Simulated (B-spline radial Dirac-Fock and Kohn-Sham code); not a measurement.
Ionisation of each subshell: I⁺

System: I⁺ in the configuration 1s2 2s2 2p6 3s2 3p6 3d10 4s2 4p6 4d10 5s1 5p5 (an excited configuration); nuclear rms radius 4.75 fm (A = 127).

The computed values come from a B-spline atomic structure program: Dirac-Fock (average of configuration) total-energy differences with a finite nucleus, the Breit interaction including its frequency dependence, and self-energy and vacuum-polarisation corrections. The model has no electron correlation. Energies are counted from the vacuum level. Subshells whose hole state is unreliable or did not converge are left out.

All terms are in eV, carry their sign (relaxation lowers the binding energy) and add up to the binding energy; ⟨r⟩ is the mean radius of the orbital in the initial state.

```
  subshell  −ε (Koopmans)  relaxation   Breit  self-energy  vacuum polarisation  binding energy  ⟨r⟩ (bohr)
    K (1s)        33372.5      -67.60  -76.90       -45.49                 6.30         33188.8       0.027
   L1 (2s)         5263.9      -36.26   -7.29        -5.67                 0.73          5215.4       0.117
L2 (2p1/2)         4925.4      -39.82  -12.30         0.36                -0.02          4873.7       0.099
L3 (2p3/2)         4625.5      -38.46   -8.05        -0.16                -0.04          4578.8       0.104
   M1 (3s)         1114.0      -15.84   -1.04        -1.16                 0.14          1096.1       0.312
M2 (3p1/2)          973.1      -16.29   -1.89         0.07                 0.00           955.0       0.303
M3 (3p3/2)          915.1      -15.73   -1.08        -0.03                -0.01           898.3       0.314
M4 (3d3/2)          669.7      -17.38   -0.58         0.11                -0.01           651.8       0.286
M5 (3d5/2)          657.6      -17.15   -0.25         0.07                -0.01           640.3       0.289
N2 (4p1/2)          171.0       -5.21   -0.29         0.02                 0.00           165.5       0.775
N4 (4d3/2)          74.90       -4.38   -0.01         0.02                 0.00           70.53       0.910
N5 (4d5/2)          73.06       -4.29    0.04         0.02                 0.00           68.82       0.921
   O1 (5s)          34.53       -0.73   -0.01        -0.03                 0.00           33.76       1.942
 O2,3 (5p)          19.45       -0.56   -0.01         0.00                 0.00           18.88       2.362
```

For the deepest level, K (1s), the Breit terms make up -0.232 % of the binding energy, QED -0.118 % and orbital relaxation -0.204 %.

Spin-orbit splittings: 2p 294.9 eV, 3p 56.70 eV, 3d 11.49 eV, 4d 1.71 eV.
